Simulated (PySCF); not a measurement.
C5H4ClO (doublet state).
Bonds: Cl1–C2, C2–C3 (double), C3–C4, C4–C5, C5–C6 (double), C6–O7, C2–O7. Hydrogens: H8 on C3; H9, H10 on C4; H11 on C6.

As a line formula: `ClC1=CC[C]=CO1` [radical].

Computed with UKS B3LYP, IGLO-III on C Cl O, pcH-1 on H, non-relativistic, mean-field spin-orbit, GIAO in PySCF. Geometry: PBE0-D3(BJ)/def2-SVP; no solvent, vibrations or thermal averaging. The SCF solution wasn't tested for stability.

(1) The isotropic 13C couplings are +382.7, +59.6, +48.7, +16.4, -5.1 MHz. Assign them to C2; C3; C4; C5; C6.

(2) The isotropic 1H couplings, averaged over equivalent nuclei, are +42.3, +26.1, +17.1 MHz. Assign them to H8; H9/H10; H11.

## Answers

(1) 
```tsv
site	a_iso (MHz)	ρ(0) (bohr⁻³)	position	distance from C5 (Å)	spin population	largest |T| (MHz)
C2	-5.1	-0.0045	3 bonds from C5	2.65	-0.01	2.1
C3	+48.7	+0.0434	2 bonds from C5	2.38	+0.04	10.6
C4	+16.4	+0.0146	1 bond from C5	1.47	-0.02	11.6
C5	+382.7	+0.3405	largest spin population	0.00	+0.99	133.7
C6	+59.6	+0.0530	1 bond from C5	1.32	-0.09	19.0
```

(2) 
```
  site  a_iso (MHz)  ρ(0) (bohr⁻³)         position  distance from C5 (Å)  bound to  spin population there  largest |T| (MHz)
    H8        +26.1        +0.0058  3 bonds from C5                  3.41        C3                  +0.04                5.1
H9/H10        +17.1        +0.0038  2 bonds from C5                  2.15        C4                  -0.02               11.7
   H11        +42.3        +0.0095  2 bonds from C5                  2.16        C6                  -0.09               10.5
```

ρ(0) is the spin density at the nucleus and T the dipolar tensor; a_iso includes a spin–orbit part; entries for several nuclei are means. The Mulliken spin populations are largest on C5 (+0.99) and C6 (-0.09). No atom but C5 exceeds +0.15. The positive populations add up to 1.12 and the negative ones to -0.12, together 2S = 1.

Means are taken over nuclei equivalent by connectivity, which assumes that they swap fast.
